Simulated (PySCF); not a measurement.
Isomers of C7H11PS, one conformer each; single-point electronic energies without zero-point terms and without any empirical dispersion term.

Level: PBE0/pcSseg-1 in PySCF, non-relativistic, each on one gas-phase PBE0-D3(BJ)/def2-SVP geometry that isn't relaxed in the solvent. The solvent is an IEF-PCM continuum (van der Waals radii × 1.2). Specific hydrogen bonds and non-electrostatic terms are outside this model.

```tsv
isomer	relative energy, gas (kcal/mol)	dipole (D)
`Cc1pcc(C(C)C)s1`	0.0	1.62
`CC[P@@]1(=S)C=CC(C)=C1`	0.1	5.42
`C#CC[P@](=S)(C=C)CC`	38.6	4.07
```

**Question.** How do the relative energies look in dimethylsulfoxide (ε = 46.83)?

**Answer.** 
```json
{"isomer": "`Cc1pcc(C(C)C)s1`", "relative energy, solvent (kcal/mol)": "6.0", "E(solvent) − E(gas) (kcal/mol)": "-3.3", "dipole in solvent (D)": "2.35"}
{"isomer": "`CC[P@@]1(=S)C=CC(C)=C1`", "relative energy, solvent (kcal/mol)": "0.0", "E(solvent) − E(gas) (kcal/mol)": "-9.5", "dipole in solvent (D)": "7.75"}
{"isomer": "`C#CC[P@](=S)(C=C)CC`", "relative energy, solvent (kcal/mol)": "39.2", "E(solvent) − E(gas) (kcal/mol)": "-8.8", "dipole in solvent (D)": "5.86"}
```

`CC[P@@]1(=S)C=CC(C)=C1` becomes the lowest. Conformers: `[CH3:1][c:2]1[p:3][cH:4][c:5]([CH:6]([CH3:7])[CH3:8])[s:9]1` with C4–C5–C6–C7 -56°; `[CH3:1][CH2:2][P@@:3]1(=[S:4])[CH:5]=[CH:6][C:7]([CH3:8])=[CH:9]1` with C1–C2–P3–S4 -179°; `[CH:1]#[C:2][CH2:3][P@:4](=[S:5])([CH:6]=[CH2:7])[CH2:8][CH3:9]` with C2–C3–P4–S5 -178°, C3–P4–C6–C7 127°, C3–P4–C8–C9 -69°. `CC[P@@]1(=S)C=CC(C)=C1` gains most from the continuum, and it has the largest gas-phase dipole. The gains span 6.2 kcal/mol, the gas-phase energies 38.6 kcal/mol.
